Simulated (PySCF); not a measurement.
Predicted microwave data (PySCF, PBE0-D3(BJ)/def2-SVP geometry optimisation, gas phase) for one isomer of CH4BrFGe:

| Property | Result |
| --- | --- |
| Rotational constants | A = 4901, B = 1216, C = 1008 MHz |
| Dipole components | \|μa\| = 1.33 D, \|μb\| = 0.53 D, \|μc\| = 1.00 D |
| Inertial defect | -17.53 u·Å² |
| κ | -0.89 |

Task: Which structure is it? (One computed conformer of each.)
A. `F[C@@H]([GeH3])Br`
B. `[F:1][CH2:2][GeH2:3][Br:4]` with F1–C2–Ge3–Br4 -177°

Result: A. It is F[C@@H]([GeH3])Br, an asymmetric top, point group C1. The candidates at the same level (rigid rotor, commonest isotopes):

```csv
SMILES,A (MHz),B (MHz),C (MHz),μa (D),μb (D),μc (D),Δ (u·Å²),point group,rotor
F[CH2][GeH2][Br],8094,1130,1011,0.51,0.12,0.09,-9.80,near Cs,near-prolate asymmetric top
F[C@@H]([GeH3])Br,4901,1216,1008,1.33,0.53,1.00,-17.53,C1,asymmetric top
```

`F[CH2][GeH2][Br]` has A 65 % too high. No structure here is proved a minimum.
